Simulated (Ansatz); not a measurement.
This geometry of C$_{2}$H$_{4}$NSi (8 atoms, charge 0, multiplicity 2) is a first-order saddle point.

The calculation used UKS r2SCAN/def2-SVP (Ansatz 0.2.0).

```xyz
8
Properties=species:S:1:pos:R:3
C -0.672 0.966 -0.316
Si 0.006 0.061 1.228
C 1.178 -1.085 0.293
N 1.979 -1.863 -0.152
H 0.109 1.596 -0.772
H -1.517 1.609 -0.028
H -1.014 0.254 -1.085
H 0.023 -1.596 0.777
```

Question: Which two structures does it join? (They come from a converged band through this point; their orientation in space is the band's.)

Answer: Bonds broken: Si2–H8. Bonds formed: C3–H8.

Image 0:

```xyz
8
Properties=species:S:1:pos:R:3
C -0.649 0.924 -0.359
Si 0.065 -0.295 0.870
C 1.503 -1.195 0.145
N 2.469 -1.712 -0.261
H 0.121 1.635 -0.696
H -1.473 1.494 0.097
H -1.041 0.393 -1.242
H -0.904 -1.302 1.391
```

Image 8:

```xyz
8
Properties=species:S:1:pos:R:3
C -0.665 1.007 -0.282
Si 0.187 0.313 1.270
C 0.954 -1.241 0.415
N 2.021 -1.684 -0.022
H 0.119 1.426 -0.943
H -1.382 1.808 -0.044
H -1.180 0.232 -0.875
H 0.037 -1.917 0.426
```

Question: How far does it lie above each of them?

Answer: 2.24 eV above the first and 0.24 eV above the second. This is the barrier of this one path; another mechanism may lie lower.

Time of the run: 3.5 min on 2 threads of Arm Neoverse V2 (shared host), peak memory 0.21 GiB.
